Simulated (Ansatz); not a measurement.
OSi, charge +1, doublet, at a GFN2-xTB geometry (a state made from the parent by changing its charge; the spin is typed, not shown lowest); Ansatz (a first-principles code) with CAM-B3LYP/6-31G**.

The Ansatz input:
Ansatz 0.2 input:
```yaml
crystal:
  periodic: [false, false, false]
  atoms:
    - {symbol: Si, position_ang: [-0.00000000, -0.00000000, -0.54026507]}
    - {symbol: O, position_ang: [0.00000000, 0.00000000, 0.94546388]}
basis:
  gaussian:
    orbitals: 6-31G__.json
hamiltonian:
  xc: cam_b3lyp
total_charge: 1
magnetization: {spin_polarized: true, initial_magnetization: 1}
accuracy: high
```
The basis file holds 6-31G** in the JSON format of the Basis Set Exchange.

The log (banner, timings and long lists left out):

```
Functional definition: CAM-B3LYP
572 factors; integrals over basis functions are off by at most 3.0e-9 eV
182 factors; integrals over basis functions are off by at most 1.5e-9 eV
mean field evaluation 1: about -9886.7451 eV, gradient 7.7e1 eV
mean field evaluation 2: about -9726.4170 eV, gradient 1.5e2 eV
mean field evaluation 4: about -9911.7493 eV, gradient 3.2e0 eV
mean field evaluation 8: about -9911.9418 eV, gradient 1.1e-1 eV
mean field evaluation 16: about -9911.9647 eV, gradient 8.3e-4 eV
mean field evaluation 32: about -9911.8287 eV, gradient 1.1e0 eV
mean field -9911.96467086 eV, -364.2579830832 hartree, gradient 2.5e-8 eV, S^2 0.759778; 1 other end points of the search recorded, 0 dependent functions left out
reference -9911.96468300 eV, -364.2579835294 hartree; 11, 10 occupied and 23, 24 virtual orbitals, 572 factors
Total energy: -9911.96468300 eV, -364.2579835294 hartree
```
